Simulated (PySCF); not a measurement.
Trends in electronic spectra. Method: PySCF, TDDFT CAM-B3LYP/def2-SVPD, vertical, gas phase, core orbitals frozen in the response. Geometries: GFN2-xTB; one conformer of each isolated species. Triplets are in the Tamm–Dancoff approximation. 'Strongest' means the level of largest summed f among the lowest 8 singlets; it needn't be the same kind of state in each. Ions are computed without counter-ions or solvent.

Question: Rank by computed HOMO energy, highest first.
A. `C=CC[S+](C)(C)=O`
B. `c1pc(C)nc(Cl)c1`
C. `CCn1cc(C)nn1`
D. `[SiH3][C@H]1CCNN1`
E. `C=C[CH+]C`
F. `O=Cc1pcpcc1F`
G. `N[Si@@H]1S[Si@@H]([SiH3])[Si@H]1S`
H. `FC(F)[C@@H]1C=CC(=S)C1`

Answer: D (-7.53 eV), H (-7.87 eV), G (-8.11 eV), B (-8.32 eV), C (-8.44 eV), F (-8.98 eV), A (-13.77 eV), E (-16.13 eV).

| SMILES | HOMO (eV) | T1 (eV) | f (S1) | α (au) | first f ≥ 0.01 (nm) | f (strongest) | S1 mainly |
| --- | --- | --- | --- | --- | --- | --- | --- |
| [SiH3][C@H]1CCNN1 | -7.53 | 5.20 | 0.013 | 77.0 | 227 | 0.07 | H→L (84%) |
| FC(F)[C@@H]1C=CC(=S)C1 | -7.87 | 1.91 | 0.000 | 95.6 | 262 | 0.47 | H→L (97%) |
| N[Si@@H]1S[Si@@H]([SiH3])[Si@H]1S | -8.11 | 4.29 | 0.021 | 162.6 | 263 | 0.03 | H→L (88%) |
| Cc1nc(Cl)ccp1 | -8.32 | 3.00 | 0.006 | 105.1 | 270 | 0.20 | H-1→L (98%) |
| CCn1cc(C)nn1 | -8.44 | 4.58 | 0.007 | 78.8 | 192 | 0.10 | H-1→L (55%) |
| O=Cc1pcpcc1F | -8.98 | 2.58 | 0.005 | 110.2 | 308 | 0.38 | H-1→L (78%) |
| C=CC[S+](C)(C)=O | -13.77 | 4.30 | 0.377 | 79.3 | 177 | 0.38 | H→L (95%) |
| C=C[CH+]C | -16.13 | 2.76 | 0.001 | 48.9 | 230 | 0.53 | H-1→L (90%) |

H and L stand for HOMO and LUMO.

- `[SiH3][C@H]1CCNN1`: Löwdin shares by element: HOMO nitrogen 70%, hydrogen 6% or more, carbon 6% or more (atoms not listed hold the other 17%); LUMO carbon 22% or more, hydrogen 12% or more, silicon 10% (atoms not listed hold the other 56%).
- `FC(F)[C@@H]1C=CC(=S)C1`: Löwdin shares by element: HOMO sulfur 76%, carbon 17% or more; LUMO carbon 55% or more, sulfur 32%.
- `N[Si@@H]1S[Si@@H]([SiH3])[Si@H]1S`: Löwdin shares by element: HOMO sulfur 39% or more, silicon 30% or more, nitrogen 9% (atoms not listed hold the other 22%); LUMO silicon 66% (atoms not listed hold the other 34%).
- `Cc1nc(Cl)ccp1`: Löwdin shares by element: HOMO carbon 29% or more, phosphorus 27%, chlorine 15% (atoms not listed hold the other 28%); LUMO carbon 46% or more, phosphorus 31% (atoms not listed hold the other 22%).
- `CCn1cc(C)nn1`: Löwdin shares by element: HOMO carbon 48% or more, nitrogen 30% or more (atoms not listed hold the other 22%); LUMO carbon 25% or more, nitrogen 14% or more, hydrogen 11% or more (atoms not listed hold the other 50%).
- `O=Cc1pcpcc1F`: Löwdin shares by element: HOMO (one of a set within 0.03 eV) carbon 39% or more, phosphorus 32% (atoms not listed hold the other 29%); LUMO phosphorus 39%, carbon 24% or more (atoms not listed hold the other 36%).
- `C=CC[S+](C)(C)=O`: Löwdin shares by element: HOMO carbon 73% or more, oxygen 9% (atoms not listed hold the other 18%); LUMO carbon 65% or more, sulfur 9% (atoms not listed hold the other 26%).
- `C=C[CH+]C`: Löwdin shares by element: HOMO carbon 85%; LUMO carbon 85%.
